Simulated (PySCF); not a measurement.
Several molecules and their computed UV-vis stick spectra, shuffled. Computed with TDDFT CAM-B3LYP/def2-SVPD, vertical, gas phase, core orbitals frozen in the response (PySCF 2.14.0, density-fitted response routines). Geometries: PBE0-D3(BJ)/def2-SVP; one conformer of each isolated species. Triplets are in the Tamm–Dancoff approximation.

A. `CN=P1(NC)C=CC=C1`
B. `C#C[C@@H](CO)C(F)(F)F`
C. `FC(C/C=C\C=C)(F)F`

Lowest singlet levels (six at most, fewer where fewer were computed) with oscillator strengths:

1. 215 nm (f 0.775); 182 nm (f 0.001); 178 nm (f 0.015); 171 nm (f 0.001); 169 nm (f 0.012); 167 nm (f 0.019); T1 3.11 eV
2. 398 nm (f 0.004); 302 nm (f 0.042); 296 nm (f 0.032); 252 nm (f 0.032); 207 nm (f 0.005); 197 nm (f 0.011); T1 2.49 eV
3. 192 nm (f 0.000); 182 nm (f 0.002); 180 nm (f 0.001); 164 nm (f 0.002); 154 nm (f 0.045); 152 nm (f 0.065); T1 5.35 eV

Task: Which spectrum belongs to which structure?

Result: 1 = C, 2 = A, 3 = B.
- A: S1 at 3.12 eV, HOMO→LUMO (95%); Löwdin shares by element: HOMO nitrogen 52% or more, carbon 17% or more, phosphorus 12% (atoms not listed hold the other 19%); LUMO carbon 73% or more (atoms not listed hold the other 27%); HOMO -7.15 and LUMO -0.87 eV.
- B: S1 at 6.45 eV, HOMO→LUMO+1 (43%), HOMO-1→LUMO+1 (20%), HOMO-2→LUMO+1 (9%); Löwdin shares by element: HOMO carbon 56% or more, oxygen 24% (atoms not listed hold the other 20%); LUMO carbon 45% or more, oxygen 11% (atoms not listed hold the other 44%); HOMO -9.77 and LUMO 0.99 eV.
- C: S1 at 5.76 eV, HOMO→LUMO (98%); Löwdin shares by element: HOMO carbon 84% or more (atoms not listed hold the other 16%); LUMO carbon 79% or more (atoms not listed hold the other 21%); HOMO -8.25 and LUMO -0.15 eV.
